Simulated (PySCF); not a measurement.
This PySCF input asks for the NMR shieldings of `C1C=CP(CCC)C=C1`, C₈H₁₃P; the geometry comes from PBE0-D3(BJ)/def2-SVP.

```python
import basis_set_exchange as bse
import numpy as np
from pyscf import gto, dft
from pyscf.prop import nmr

atoms = """
C    -3.321560    0.334360    1.136296
C    -2.597460   -0.031699   -0.150490
C    -1.337259    0.789116   -0.411542
P     0.011257    0.519792    0.858870
C     0.688132   -1.074909    0.310153
C     1.948414   -1.273288   -0.096382
C     3.001718   -0.218792   -0.247338
C     2.516334    1.197782   -0.209046
C     1.302761    1.602814    0.185669
H    -4.221994   -0.281919    1.279441
H    -3.636746    1.390448    1.126067
H    -2.673195    0.196368    2.015530
H    -2.343577   -1.106373   -0.143631
H    -3.279999    0.099093   -1.007877
H    -0.925306    0.579579   -1.411370
H    -1.577033    1.866844   -0.376833
H     0.018438   -1.938167    0.391279
H     2.265383   -2.293937   -0.342487
H     3.547567   -0.387943   -1.194025
H     3.778000   -0.361532    0.532044
H     3.240941    1.953564   -0.534475
H     1.072826    2.674200    0.176538
"""
names = dict.fromkeys(["C", "P", "H"], "pcSseg-1")
basis = {el: gto.basis.parse(bse.get_basis(n, elements=[el], fmt="nwchem")) for el, n in names.items()}
mol = gto.M(atom=atoms, basis=basis, charge=0, verbose=0)
mf = dft.RKS(mol, xc="HYB_GGA_XC_B97_2")
mf.grids.level = 2
mf.grids.alignment = dft.numint.BLKSIZE   # the property module wants whole blocks of grid points
mf.conv_tol = 1e-9
mf.kernel()

calc = nmr.RKS(mf)   # GIAO
C = mf.mo_coeff
Co = C[:, mf.mo_occ > 0]
resp = mf.gen_response(singlet=True, hermi=2)
def vind(x):   # induced exchange potential for any number of trial vectors
    d = np.einsum("pi,xij,qj->xpq", C, 2 * x.reshape(-1, C.shape[1], Co.shape[1]), Co, optimize=True)
    return np.einsum("xpq,pi,qj->xij", resp(d - d.transpose(0, 2, 1)), C, Co, optimize=True).ravel()
mo1, _ = nmr.rhf.solve_mo1(calc, with_cphf=vind)
sigma = calc.kernel(mo1)
for i, s in enumerate(sigma):   # ppm
    print("%2d %-2s %9.2f" % (i, mol.atom_pure_symbol(i), np.trace(s) / 3))
```

**Question.** What are the results?

**Answer.** 
```
 0 C     167.94
 1 C     162.67
 2 C     146.09
 3 P     400.17
 4 C      54.32
 5 C      50.30
 6 C     151.18
 7 C      49.53
 8 C      53.29
 9 H      30.32
10 H      30.64
11 H      29.65
12 H      30.00
13 H      29.74
14 H      29.41
15 H      30.15
16 H      25.26
17 H      25.27
18 H      28.39
19 H      28.42
20 H      25.26
21 H      25.52
```

These numbers come from an equivalent density-fitted implementation of the same equations, which agrees with the script to about 0.01 ppm for H and up to a few tenths of a ppm for heavy atoms, so last digits may differ.

Size and cost of the density-fitted run: 225 basis functions, 33 s wall time on 1 thread of an AMD EPYC 9R14, shared host; peak memory 1.2 GiB.
